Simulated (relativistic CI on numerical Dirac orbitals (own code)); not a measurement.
# Line list: Electric-dipole lines, Nd⁵¹⁺

Computed by Dirac-Coulomb-Breit CI, orbitals from a KLI potential per configuration, model QED (radiative potential, 1s self-energy scaled to tabulated hydrogen-like ionisation energies), unscaled Slater integrals (own radial code, finite nucleus).

Configurations in the expansion (outside the closed core 1s2): 2s2 2p5, 2s 2p6, 2p6 3s, 2p6 3p, 2p6 3d, 2s2 2p4 3s, 2s2 2p4 3p, 2s2 2p4 3d, 2s 2p5 3s, 2s 2p5 3p, 2s 2p5 3d, 2s2 2p4 4s, 2s2 2p4 4p, 2s2 2p4 4d, 2s2 2p4 4f, 2s 2p5 4s. Levels of other configurations are missing.

| λ vac (nm) | Lower | Upper | A (s⁻¹) | log gf | S velocity/length |
| --- | --- | --- | --- | --- | --- |
| 0.19449 | 2s2 2p5 2P°_1/2 [2] | 2s2 2p4 3d 2D_3/2 [92] | 6.61e+14 | 0.18 | 0.99 |
| 0.19490 | 2s2 2p5 2P°_3/2 [1] | 2s2 2p4 3d 2P_3/2 [51] | 7.70e+14 | 0.24 | 0.98 |
| 0.19499 | 2s2 2p5 2P°_3/2 [1] | 2s2 2p4 3d 2F_5/2 [50] | 6.33e+14 | 0.34 | 0.99 |
| 0.19501 | 2s2 2p5 2P°_3/2 [1] | 2s2 2p4 3d 2S_1/2 [49] | 7.70e+14 | -0.06 | 0.97 |
| 0.19555 | 2s 2p6 2S_1/2 [3] | 2s 2p5 3d 2P°_3/2 [106] | 6.41e+14 | 0.17 | 0.98 |
| 0.19555 | 2s 2p6 2S_1/2 [3] | 2s 2p5 3d 2P°_1/2 [105] | 9.24e+14 | 0.02 | 0.98 |
| 0.19566 | 2s2 2p5 2P°_3/2 [1] | 2s2 2p4 3d 4F_5/2 [45] | 2.51e+14 | -0.06 | 0.99 |
| 0.21074 | 2s2 2p5 2P°_3/2 [1] | 2s2 2p4 3d 2D_5/2 [25] | 4.77e+14 | 0.28 | 0.99 |
| 0.21089 | 2s2 2p5 2P°_1/2 [2] | 2s2 2p4 3d 2P_1/2 [61] | 1.26e+15 | 0.22 | 0.98 |
| 0.21106 | 2s2 2p5 2P°_1/2 [2] | 2s2 2p4 3d 2D_3/2 [60] | 1.12e+15 | 0.48 | 0.99 |
| 0.21143 | 2s 2p6 2S_1/2 [3] | 2s 2p5 3d 2P°_3/2 [87] | 9.13e+14 | 0.39 | 0.98 |
| 0.21155 | 2s2 2p5 2P°_3/2 [1] | 2s2 2p4 3d 2P_3/2 [24] | 7.59e+14 | 0.31 | 0.98 |
| 0.21166 | 2s2 2p5 2P°_3/2 [1] | 2s2 2p4 3d 2D_5/2 [23] | 6.18e+14 | 0.40 | 0.99 |
| 0.21295 | 2s 2p6 2S_1/2 [3] | 2s 2p5 3d 2P°_1/2 [84] | 1.13e+15 | 0.19 | 0.98 |
| 0.58644 | 2s2 2p4 3p 2D°_5/2 [8] | 2s2 2p4 4d 2F_7/2 [126] | 4.15e+13 | 0.23 | 0.99 |
| 0.62539 | 2s2 2p4 3p 2D°_5/2 [10] | 2s2 2p4 4d 2F_7/2 [129] | 4.10e+13 | 0.28 | 0.99 |
| 0.62543 | 2s2 2p4 3p 4D°_7/2 [11] | 2s2 2p4 4d 4F_9/2 [130] | 5.17e+13 | 0.48 | 0.99 |
| 0.65323 | 2s2 2p4 3d 2D_3/2 [21] | 2s2 2p4 4f 2F°_5/2 [146] | 7.87e+13 | 0.48 | 0.99 |
| 0.65400 | 2s2 2p4 3d 4D_3/2 [15] | 2s2 2p4 4f 4F°_5/2 [136] | 5.68e+13 | 0.34 | 0.99 |
| 0.65406 | 2s2 2p4 3d 2G_7/2 [47] | 2s2 2p4 4f 2H°_9/2 [184] | 9.97e+13 | 0.81 | 1.00 |
| 0.65466 | 2s2 2p4 3d 4D_5/2 [16] | 2s2 2p4 4f 2G°_7/2 [135] | 7.20e+13 | 0.57 | 0.99 |
| 0.65557 | 2s2 2p4 3d 2F_7/2 [17] | 2s2 2p4 4f 2G°_9/2 [134] | 9.78e+13 | 0.80 | 1.00 |
| 0.65675 | 2s2 2p4 3d 4F_5/2 [45] | 2s2 2p4 4f 4G°_7/2 [178] | 8.65e+13 | 0.65 | 1.00 |
| 0.66319 | 2s2 2p4 3d 4F_7/2 [52] | 2s2 2p4 4f 4G°_9/2 [181] | 1.02e+14 | 0.83 | 0.99 |
| 0.66381 | 2s2 2p4 3d 2G_9/2 [56] | 2s2 2p4 4f 2H°_11/2 [189] | 1.05e+14 | 0.92 | 1.00 |
| 0.66403 | 2s2 2p4 3d 2F_7/2 [19] | 2s2 2p4 4f 2G°_9/2 [140] | 9.19e+13 | 0.78 | 0.99 |
| 0.66442 | 2s2 2p4 3d 4F_9/2 [20] | 2s2 2p4 4f 4G°_11/2 [139] | 1.05e+14 | 0.92 | 1.00 |
| 0.66710 | 2s2 2p4 3d 2D_5/2 [25] | 2s2 2p4 4f 2F°_7/2 [147] | 9.95e+13 | 0.73 | 0.99 |
| 0.66714 | 2s2 2p4 3d 2F_7/2 [59] | 2s2 2p4 4f 2G°_9/2 [193] | 8.81e+13 | 0.77 | 1.00 |
| 0.67469 | 2s2 2p4 3d 2D_5/2 [23] | 2s2 2p4 4f 2F°_7/2 [142] | 7.54e+13 | 0.61 | 1.00 |

Terms are leading LS components. Brackets give the number of a level in order of energy, since labels repeat. The list gives strong lines, with weight on those to low levels, among the lowest 200 of 207 levels, so that lines to higher ones, which can be the strongest, are missing. Levels whose partners in the same complex of configurations lie outside the list can be far off, and so can their lines. Rates are taken at the computed energies, electric ones in the length gauge. A velocity-to-length ratio far from 1 marks an uncertain rate.

At this charge energies of transitions that change n are usually good to better than 1 %, and those within a shell (Δn = 0) to a few per cent.

LS names give the leading component of a level, which can be under half, so a name can repeat, a term be missing and a line seem to break the LS rules.
